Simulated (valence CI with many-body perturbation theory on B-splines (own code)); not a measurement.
Values are calculated unless marked as measured or tabulated.
**Level structure of Sn19+**

Method: relativistic CI+MBPT: three valence electrons over a frozen Dirac-Fock core [Ar] 3d10, a basis of 11 s, 11 p, 10 d, 8 f, 5 g, 2 h functions for each j, with the one-electron correlation potential Σ1 (screened to all orders), the two-electron term Σ2, the three-electron term Σ3, Breit, model QED; selected single and double excitations, second order for the rest, scaled by the run's own slope (own B-spline code, finite nucleus).

No measured levels were compared; by estimate levels hold to about 250 cm⁻¹ or 0.2 % of their energy and the worst to 1 %, as in measured heavy ions of charge 2 to 7; those with d or f electrons hold less well.

Levels 181 to 186 of 186, with energies above the lowest level, (4s^2 4p1/2) J=1/2. "Leading %" is the weight of the configuration and term that name the level; weights of strongly mixed levels are sums over their largest components and can fall short. In the jj column 3d3/2^4 stands for four electrons in 3d with j = 3/2.

| No. | Configuration | Term | J | E (cm⁻¹) | Leading % | g | Second component | Leading jj |
| --- | --- | --- | --- | --- | --- | --- | --- | --- |
| 181 | 4p 4d2 | 2G° | 9/2 | 2225300 | 22 | 1.135 | 21 % 4p2 4f 4F° | 4p3/2^2 4f7/2 (46 %) |
| 182 | 4p 4d2 | 2D° | 5/2 | 2230600 | 55 | 1.193 | 9 % 4s 4d 4f 2D° | 4p3/2 4d3/2 4d5/2 (38 %) |
| 183 | 4s 4p 5p | 4P | 3/2 | 2231400 | 32 | 1.439 | 22 % 4s 4p 5p 4D | 4s 4p1/2 5p3/2 (96 %) |
| 184 | 4p2 4f | 2D° | 3/2 | 2236700 | 24 | 0.938 | 19 % 4p2 4f 4D° | 4p3/2^2 4f5/2 (51 %) |
| 185 | 4p2 4f | 2F° | 5/2 | 2238000 | 24 | 0.991 | 20 % 4p 4d2 2F° | 4p3/2^2 4f5/2 (23 %) |
| 186 | 4s 4p 5p | 2P | 1/2 | 2242900 | 58 | 0.881 | 19 % 4s 4p 5p 4D | 4s 4p1/2 5p3/2 (81 %) |
